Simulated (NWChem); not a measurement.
Molecule: C6H7, doublet; SMILES C1CCC=C[C]=1

```xyz
13

C     -1.4485    -0.1141     0.1175
C     -0.9740     1.1229     0.0933
C      0.5069     1.2770    -0.2670
C      1.3254     0.0672     0.2289
C      0.6414    -1.2561    -0.0456
C     -0.7050    -1.3356    -0.0874
H     -1.5792     2.0081     0.2752
H      0.6007     1.3709    -1.3610
H      0.9109     2.2015     0.1617
H      2.3232     0.0832    -0.2251
H      1.4839     0.1550     1.3175
H      1.2539    -2.1480    -0.1656
H     -1.2187    -2.2763    -0.2681
```
Atoms are numbered in this order, from 1.

All runs: NWChem. Spin-unrestricted. Structure relaxed at the B3LYP/6-31G* (spherical d), spin-unrestricted level. No stability test was run on the SCF state. B3LYP is NWChem's, with the RPA form of VWN correlation. Level: B3LYP/def2-SVP with SMD (1 M gas to 1 M solution), gas-phase geometry. Reactions with the solvent are ignored.

```tsv
solvent	dielectric constant	solvation free energy (kcal/mol)	cavity-dispersion-structure term (kcal/mol)	dipole in solution (D)
water	78.4	-0.1	2.8	1.99
diethyl ether	4.24	-4.9	-2.8	1.78
chloroform	4.71	-5.4	-3.3	1.80
chlorobenzene	5.70	-5.6	-3.3	1.83
anisole	4.22	-4.7	-2.6	1.78
```
